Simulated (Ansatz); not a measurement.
CH5NOSi can be A, `N=C(O)[SiH3]`, or B, `NC1O[SiH2]1`.

Program: Ansatz. Geometries: PBE0-D4/def2-TZVP. ΔE: electronic, gas phase. CBS: MP2 limit from def2 TZ/QZ plus the TZ coupled-cluster correction, frozen cores. DFT in def2-TZVPP. One conformer a species, not always the lowest.

Which isomer does CCSD(T)/CBS put lower? Give the gap. (Estimate.)

Ansatz gave: A, by 3.8 kcal/mol.

Give E(B) − E(A) in kcal/mol with B2PLYP, CCSD/def2-TZVPP, ωB97M-V, PBE-D4, BLYP-D4, MP2/def2-TZVPP, r2SCAN-D4. (Best estimate.)

Ansatz gave: B2PLYP 4.9, CCSD/def2-TZVPP 5.1, ωB97M-V 4.0, PBE-D4 3.7, BLYP-D4 6.6, MP2/def2-TZVPP 2.5, r2SCAN-D4 3.3. None reverses the order clearly.

Does the order hold for the free energy at 298.15 K (harmonic terms from PBE0-D4)? (Estimate.)

The calculation gave: Yes: G(B) − G(A) = +6.7 kcal/mol, for one conformer each.

Largest T1 diagnostic: 0.014.

In def2-TZVPP, CCSD(T) changes the Hartree–Fock value by −5.4 kcal/mol (the triples alone add −0.1 kcal/mol) and MP2 by −7.9 kcal/mol. From BLYP to BHLYP (50 % exact exchange), in def2-TZVPP and without D4, E(B) − E(A) moves by −0.8 kcal/mol.
